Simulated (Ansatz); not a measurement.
Total energies of SiSn4 from Ansatz at r2SCAN-D4/def2-TZVP, gas phase (1 Eh = 27.2114 eV = 2625.5 kJ/mol). The reference geometry is relaxed at PBE-D4/def2-SVP.

| atom | x (Å) | y (Å) | z (Å) |
| --- | --- | --- | --- |
| Si1 | -1.0716 | -0.9369 | 0.6515 |
| Sn2 | 1.2584 | 1.1003 | -0.7650 |
| Sn3 | 1.4947 | -1.2481 | 0.8821 |
| Sn4 | -0.8481 | 1.6040 | 1.1304 |
| Sn5 | -0.8333 | -0.5192 | -1.8989 |

```tsv
state	geometry	energy (Eh)
charge 0 singlet	reference	-1147.14748
charge 1 doublet	reference	-1146.88066
charge 0 triplet	relaxed at PBE-D4/def2-SVP	-1147.12348
charge 0 quintet	relaxed at PBE-D4/def2-SVP	-1147.07080
free Si atom (triplet)	–	-289.34121
free Sn atom (triplet)	–	-214.33064
```

In the def2 sets Sn takes a core potential; there is no spin–orbit coupling.

Q: Work out the vertical ionisation energy to the doublet.

A: E(charge 1 doublet) − E(charge 0 singlet) = -1146.88066 − (-1147.14748) = 0.26682 Eh = 7.26 eV. For comparison, −ε of the highest occupied level is 5.31 eV at this level, 1.95 eV less.

Q: Which of the charge 0 states is lowest, and how far above it are the others?

A: The singlet. triplet: -1147.12348 − (-1147.14748) = 0.02400 Eh = 63.0 kJ/mol; quintet: -1147.07080 − (-1147.14748) = 0.07668 Eh = 201.3 kJ/mol. The triplet differs in its bonds from the reference. The quintet differs in its bonds from the reference.

Q: What is the binding energy per atom against free atoms?

A: Atoms: 1 × (-289.34121) + 4 × (-214.33064) = -1146.66377 Eh. Binding: -1146.66377 − (-1147.14748) = 0.48371 Eh = 13.16 eV, or 2.63 eV for each of 5 atoms (no zero-point energy, no counterpoise term).

The structure comes from a short search, and lower isomers may exist.
